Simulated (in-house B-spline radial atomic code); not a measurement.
Computed with a B-spline radial atomic code. Model: two electrons, singlet ground state, non-relativistic, full CI in B-splines with partial waves to l = 8 (at full coupling up to 3e-4 hartree above the limit, correlation up to 0.6 % small), density held at that of full coupling by Lieb maximisation.

W(λ) is the mean repulsion in the state of coupling λ less the Hartree energy of the fixed density. Its start is exact exchange, its initial slope is twice the second-order Görling-Levy correlation energy, and its area from 0 to 1 is E_xc. A straight curve means weak, dynamic correlation, and a curve that drops fast and flattens means strong correlation.

Command:
```bash
python run_ac.py task.json out
```
Settings (lengths in bohr, energies in hartree):
```
potential              dot
strength               0.753
lmax                   8
second                 1
```

Time taken, with all properties: 13 s on 1 thread of Intel(R) Xeon(R) Processor @ 2.30GHz (shared host).

**W = mean repulsion less Hartree energy, and W of three functionals.**

Given: confinement charge in harmonic well; well frequency 0.753 hartree; nuclear charge 1; external potential omega^2 r^2/2 - Z/r.

Computed: LDA exchange minus exact 123.55 millihartree; SCAN exchange minus exact 4.4959 millihartree.

```json
{"coupling": "0", "W xc (hartree)": "-0.84041", "W xc minus exchange (millihartree)": "0", "kinetic minus Kohn-Sham (millihartree)": "0", "LDA (PW92) W minus its exchange (millihartree)": "0", "PBE W minus its exchange (millihartree)": "0", "SCAN W minus its exchange (millihartree)": "0"}
{"coupling": "0.02", "W xc (hartree)": "-0.84225", "W xc minus exchange (millihartree)": "-1.842", "kinetic minus Kohn-Sham (millihartree)": "0.02", "LDA (PW92) W minus its exchange (millihartree)": "-11.49", "PBE W minus its exchange (millihartree)": "-2.38", "SCAN W minus its exchange (millihartree)": "-1.87"}
{"coupling": "0.05", "W xc (hartree)": "-0.84498", "W xc minus exchange (millihartree)": "-4.566", "kinetic minus Kohn-Sham (millihartree)": "0.11", "LDA (PW92) W minus its exchange (millihartree)": "-23.34", "PBE W minus its exchange (millihartree)": "-5.93", "SCAN W minus its exchange (millihartree)": "-4.59"}
{"coupling": "0.12", "W xc (hartree)": "?", "W xc minus exchange (millihartree)": "?", "kinetic minus Kohn-Sham (millihartree)": "?", "LDA (PW92) W minus its exchange (millihartree)": "?", "PBE W minus its exchange (millihartree)": "?", "SCAN W minus its exchange (millihartree)": "?"}
{"coupling": "0.25", "W xc (hartree)": "-0.86205", "W xc minus exchange (millihartree)": "-21.642", "kinetic minus Kohn-Sham (millihartree)": "2.64", "LDA (PW92) W minus its exchange (millihartree)": "-72.96", "PBE W minus its exchange (millihartree)": "-28.17", "SCAN W minus its exchange (millihartree)": "-21.3"}
{"coupling": "0.4", "W xc (hartree)": "-0.87373", "W xc minus exchange (millihartree)": "-33.317", "kinetic minus Kohn-Sham (millihartree)": "6.43", "LDA (PW92) W minus its exchange (millihartree)": "-98.52", "PBE W minus its exchange (millihartree)": "-43.09", "SCAN W minus its exchange (millihartree)": "-32.56"}
{"coupling": "0.6", "W xc (hartree)": "-0.88797", "W xc minus exchange (millihartree)": "-47.559", "kinetic minus Kohn-Sham (millihartree)": "13.52", "LDA (PW92) W minus its exchange (millihartree)": "-125.8", "PBE W minus its exchange (millihartree)": "-60.94", "SCAN W minus its exchange (millihartree)": "-46.26"}
{"coupling": "0.8", "W xc (hartree)": "?", "W xc minus exchange (millihartree)": "?", "kinetic minus Kohn-Sham (millihartree)": "?", "LDA (PW92) W minus its exchange (millihartree)": "?", "PBE W minus its exchange (millihartree)": "?", "SCAN W minus its exchange (millihartree)": "?"}
{"coupling": "1", "W xc (hartree)": "-0.91263", "W xc minus exchange (millihartree)": "-72.221", "kinetic minus Kohn-Sham (millihartree)": "33.1", "LDA (PW92) W minus its exchange (millihartree)": "-167.4", "PBE W minus its exchange (millihartree)": "-91.19", "SCAN W minus its exchange (millihartree)": "-70.05"}
{"coupling": "1.4", "W xc (hartree)": "-0.93321", "W xc minus exchange (millihartree)": "-92.798", "kinetic minus Kohn-Sham (millihartree)": "57.67", "LDA (PW92) W minus its exchange (millihartree)": "-198.97", "PBE W minus its exchange (millihartree)": "-116.04", "SCAN W minus its exchange (millihartree)": "-90.13"}
{"coupling": "2", "W xc (hartree)": "-0.95835", "W xc minus exchange (millihartree)": "-117.94", "kinetic minus Kohn-Sham (millihartree)": "100.12", "LDA (PW92) W minus its exchange (millihartree)": "-235.43", "PBE W minus its exchange (millihartree)": "-146.29", "SCAN W minus its exchange (millihartree)": "-115.1"}
{"coupling": "3", "W xc (hartree)": "-0.98975", "W xc minus exchange (millihartree)": "-149.34", "kinetic minus Kohn-Sham (millihartree)": "177.73", "LDA (PW92) W minus its exchange (millihartree)": "-279.36", "PBE W minus its exchange (millihartree)": "-184.42", "SCAN W minus its exchange (millihartree)": "-147.09"}
{"coupling": "4.5", "W xc (hartree)": "-1.022", "W xc minus exchange (millihartree)": "-181.56", "kinetic minus Kohn-Sham (millihartree)": "296.85", "LDA (PW92) W minus its exchange (millihartree)": "-324.22", "PBE W minus its exchange (millihartree)": "-224.73", "SCAN W minus its exchange (millihartree)": "-180.88"}
{"coupling": "7", "W xc (hartree)": "-1.0553", "W xc minus exchange (millihartree)": "-214.9", "kinetic minus Kohn-Sham (millihartree)": "484.88", "LDA (PW92) W minus its exchange (millihartree)": "-372.03", "PBE W minus its exchange (millihartree)": "-268.78", "SCAN W minus its exchange (millihartree)": "-216.53"}
{"coupling": "10", "W xc (hartree)": "-1.0795", "W xc minus exchange (millihartree)": "-239.1", "kinetic minus Kohn-Sham (millihartree)": "687.71", "LDA (PW92) W minus its exchange (millihartree)": "-408.6", "PBE W minus its exchange (millihartree)": "-303.01", "SCAN W minus its exchange (millihartree)": "-242.15"}
```

What belongs in the row 0.12?

W xc (hartree): -0.85116; W xc minus exchange (millihartree): -10.753; kinetic minus Kohn-Sham (millihartree): 0.64; LDA (PW92) W minus its exchange (millihartree): -44.22; PBE W minus its exchange (millihartree): -14.03; SCAN W minus its exchange (millihartree): -10.7.

What belongs in the row 0.8?

W xc (hartree): -0.90088; W xc minus exchange (millihartree): -60.47; kinetic minus Kohn-Sham (millihartree): 22.54; LDA (PW92) W minus its exchange (millihartree): -148.24; PBE W minus its exchange (millihartree): -76.86; SCAN W minus its exchange (millihartree): -58.69.

What is the PBE exchange minus exact?

30.912 millihartree.

**Energy parts, natural occupations and partial-wave weights.**

Computed: total energy 0.7533 hartree; exchange energy -0.84041 hartree; correlation energy -0.039121 hartree; kinetic part over minus potential part 0.45831; Hartree energy 1.6808 hartree; Kohn-Sham kinetic 1.6738 hartree; Lieb Oxford ratio E_xc over LDA exchange 1.2269.

```
natural  occupation of the shell (electrons)
      s                                 1.98
      p                             0.015875
      s                            0.0031034
      d                                    ?
      p                           0.00022568
      f                            7.013e-05
```

What belongs in the row d?

occupation of the shell (electrons): 0.00057574.

```csv
wave,weight
s,0.99158
p,0.0080583
d,0.00030773
f,?
g,8.9969e-06
```

What belongs in the row f?

weight: 3.9715e-05.

What is the initial slope twice GL2?

-0.092579 hartree.

What is the kinetic part of the DFT correlation energy?

0.033099 hartree.

Half-way to full coupling W has made 56 % of its drop, against 50 % for a straight line, and second-order (GL2) theory, half the initial slope, overshoots the correlation energy by about 18 %: a moderate bend, as in light atoms. Over couplings 0 to 1 the errors in E_xc come to about +58 millihartree for LDA, +20 millihartree for PBE, +5.5 millihartree for SCAN, so SCAN is nearest. In LDA and PBE the errors of exchange and correlation have opposite signs, so the sum is smaller than the larger of the two.
